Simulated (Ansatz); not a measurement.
Ideal-gas functions of `[OH][GeH]([Cl])[Cl]` at 800 K and 1 bar, from an Ansatz frequency run at PBE0-D4/def2-TZVP.

Molar mass 161.53 g/mol, point group Cs (symmetry number 1), electronic degeneracy 1, moments of inertia 135.242, 230.335, 322.344 u Å². Harmonic wavenumbers (cm⁻¹, unscaled): 149, 153, 213, 252, 426, 441, 699, 709, 750, 942, 2239, 3882.

Use S(trans) = R[1.5 ln M + 2.5 ln T − 1.1517]; rotational temperatures θ = 24.2544 K / I; S(rot) = R[ln(√π/σ · √(T³/θAθBθC)) + 1.5]; for each mode x = 1.438777 ν̃/T, S = R[x/(eˣ − 1) − ln(1 − e⁻ˣ)] and H = RT x/(eˣ − 1); 1 cm⁻¹ = 0.0119627 kJ/mol; R = 8.31446 J/(mol·K).

**Question.** By hand: the entropy, in J/(mol·K).

**Answer.** Translation 192.8. Rotation: θ = 0.1793, 0.1053, 0.0752 K, giving 127.9. Vibration, mode by mode: 19.29, 19.07, 16.34, 14.97, 10.73, 10.46, 6.94, 6.84, 6.43, 4.86, 0.76, 0.06, in all 116.7. Electronic 0.0. Sum 437.4 J/(mol·K).

**Question.** By hand: H − E and G − E in kJ/mol, counted from the electronic energy.

**Answer.** Zero-point energy ½ × 10855 × 0.0119627 = 64.9; thermal vibration 43.9; translation, rotation and pV give 4 RT = 26.6. H − E = 135.4 kJ/mol, and G − E = 135.4 − 800 × 437.4/1000 = -214.5 kJ/mol.

Vibration gives 27 % of the entropy, 19.3 J/(mol·K) of it from the mode under 150 cm⁻¹: soft modes count most, and the harmonic formula is weakest for them. The sum counts one conformer and one mirror image; others add a mixing term.
